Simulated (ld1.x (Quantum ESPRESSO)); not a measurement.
## Transferability test, TM potential for Zn (Z = 30)

Zn (Z = 30), norm-conserving Troullier–Martins (Kleinman–Bylander form), made with ld1.x (Quantum ESPRESSO) 7.5 (PBEsol, scalar-relativistic). Core [Ar], reference 3d10 4s1 4p1. Waves: 4p (bound): rc 2.80 bohr; 3d (bound): rc 1.00 bohr; 4s (bound): rc 1.80 bohr. Local part: the s channel. Core correction: Bessel-smoothed model core, default radius (core density twice the valence density).

Energies are relative to the spin-unpolarised reference configuration 3d10 4s1 4p1; without spin polarisation the order of configurations can differ from experiment. The frozen-core shift is the all-electron ΔE with the core orbitals held at their reference shape minus the fully relaxed ΔE.

| valence configuration | charge | ΔE all-electron (eV) | error AE − PS (meV) | frozen-core shift (meV) |
| --- | --- | --- | --- | --- |
| 3d10 4s2 4p0 | 0 | -5.126 | -1.3 | -0.1 |
| 3d10 4s1 4p0 | +1 | 4.773 | -2.7 | +0.9 |
| 3d10 4s0 4p0 | +2 | 23.122 | -39 | +6.7 |
| 3d10 4s1.5 4p0 | +0.5 | -1.176 | +0.2 | 0.0 |
| 3d8 4s0 4p0 | +4 | 125.412 | -2354 | +983 |

**Question.** What are ΔE and the potential's error for 3d9 4s0 4p0?

**Answer.** ΔE = 63.630 eV all-electron; the error (AE − PS) is -444 meV.

**Question.** What are ΔE and the potential's error for 3d10 4s0 4p2?

**Answer.** ΔE = 5.477 eV all-electron; the error (AE − PS) is -1.8 meV.

A variational frozen-core shift is positive and of second order in the change. This column holds negative values, so the frozen-core run of ld1.x carries numerical noise or an error of first order here, and the column gives no more than the rough size of the effect.
